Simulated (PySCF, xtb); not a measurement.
CH5F2NOSi, SMILES NC[Si](O)(F)F.

GFN2-xTB (xtb) at its own geometry gives an orbital gap of 6.03 eV and a dipole moment of 2.08 D.

Geometry: PBE0-D3(BJ)/def2-SVP. The structure was generated by enumeration, and PubChem lists no compound with its InChIKey, so it may never have been made. Other conformers were not sampled.

Task: What does r2SCAN/def2-TZVP run with PySCF give? (The exact figures need the calculation; the answer reports its results.)

Result: gap 6.04 eV (levels -5.83 and 0.21 eV), dipole 1.36 D.
